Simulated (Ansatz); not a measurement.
The same ligand exchange along the group O, S, Se.

Program: Ansatz. Geometries: PBE0-D4/def2-TZVP. ΔE: electronic, gas phase. CBS: MP2 limit from def2 TZ/QZ plus the TZ coupled-cluster correction, frozen cores. This one scheme is used for every species. Functionals use def2-TZVPP. B3LYP here is the variant with VWN-RPA as its local correlation; programs differ in this. For Se outer-core shells are correlated without core-valence functions, which leaves a few kJ/mol of doubt a bond. Scalar relativity is left out up to krypton. One conformer a species, not always the lowest.

| reaction | CCSD(T)/CBS(def2) (kJ/mol) |
| --- | --- |
| `[OH][AlH2]` + `C=C=C=N` → `C=C=C=[N][AlH2]` + H₂O | 24 |
| `[AlH2][SH]` + `C=C=C=N` → `C=C=C=[N][AlH2]` + H₂S | 7 |
| `[AlH2][SeH]` + `C=C=C=N` → `C=C=C=[N][AlH2]` + H₂Se | ? |

Problem. Fill in the missing values. (Estimate.)

Solution. The calculation gave: `[AlH2][SeH]` + `C=C=C=N` → `C=C=C=[N][AlH2]` + H₂Se: +15.6 kJ/mol.

Largest T1 diagnostic: 0.016, for `C=C=C=[N][AlH2]`.
